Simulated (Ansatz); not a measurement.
Total energies of B3F2 (the lowest doublet isomer of a short search) from Ansatz at PBE-D4/def2-TZVP, gas phase (1 Eh = 27.2114 eV = 2625.5 kJ/mol). The reference geometry is relaxed at PBE-D4/def2-SVP.

```xyz
5

B     0.001    0.000    0.001
B     0.974    1.040   -0.540
B    -0.974   -1.039    0.540
F     1.800    1.922   -1.000
F    -1.801   -1.922    0.998
```

```
                state                    geometry  energy (Eh)
     charge 0 doublet                   reference   -274.01642
     charge 1 triplet                   reference   -273.72115
     charge 0 quartet  relaxed at PBE-D4/def2-SVP   -273.96001
free B atom (doublet)                           –    -24.61008
free F atom (doublet)                           –    -99.66912
```

Question: Work out the vertical ionisation energy to the triplet.

Answer: E(charge 1 triplet) − E(charge 0 doublet) = -273.72115 − (-274.01642) = 0.29527 Eh = 8.03 eV. For comparison, −ε of the highest occupied level of the spin that leaves is 4.91 eV at this level, 3.12 eV less.

Question: Which of the charge 0 states is lowest, and how far above it are the others?

Answer: The doublet. quartet: -273.96001 − (-274.01642) = 0.05641 Eh = 148.1 kJ/mol.

Question: What is the binding energy per atom against free atoms?

Answer: Atoms: 3 × (-24.61008) + 2 × (-99.66912) = -273.16848 Eh. Binding: -273.16848 − (-274.01642) = 0.84794 Eh = 23.07 eV, or 4.61 eV for each of 5 atoms (no zero-point energy, no counterpoise term).

The structure comes from a short search, and lower isomers may exist.
